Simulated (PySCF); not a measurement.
Br2Mg, SMILES [Br][Mg-][Br], charge -1, multiplicity 2. The structure is a stationary point at PBE-D3(BJ)/def2-SVPD.

Computed equilibrium geometry at PBE-D3(BJ)/def2-SVPD (PySCF confirms it by a frequency run) as a Z-matrix, and its point group:
point group C2v.
```
Mg
Br 1 2.5400
Br 1 2.5400 2 120.43
```
Charge -1, spin multiplicity 2.
